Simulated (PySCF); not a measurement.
Effect of structural changes

Level of theory: PySCF, TDDFT B3LYP/def2-SVPD circular dichroism and optical rotation, one conformer, gas phase. Geometry: GFN2-xTB.

Each molecule in one low-energy conformer. The parent is [CH3][GeH2]/[CH]=C1/[C@@H](F)[C@@H]1Cl.

The molecule is flexible and this is one conformer; a measurement averages over conformers. The calculation is non-relativistic, which matters for the atoms heavier than Zn.

Q: How does the specific rotation at 589.3 nm (origin-invariant length gauge) change along this series?
- [CH3][GeH2]/[CH]=C1/[C@@H](F)[C@@H]1Cl (base)
- [CH3][GeH2]/[CH]=C1\[C@@H](Cl)[C@H]1F (diastereomer)

A: 
| molecule | [α]589 (deg dm⁻¹ (g/mL)⁻¹) | S1 (eV) | R(S1), velocity form (10⁻⁴⁰ esu² cm²) |
| --- | --- | --- | --- |
| [CH3][GeH2]/[CH]=C1/[C@@H](F)[C@@H]1Cl | +141.7 | 4.86 | +22.9 |
| [CH3][GeH2]/[CH]=C1\[C@@H](Cl)[C@H]1F | +587.1 | 4.84 | +38.6 |

The specific rotation at 589.3 nm (origin-invariant length gauge) is lowest for [CH3][GeH2]/[CH]=C1/[C@@H](F)[C@@H]1Cl and highest for [CH3][GeH2]/[CH]=C1\[C@@H](Cl)[C@H]1F.
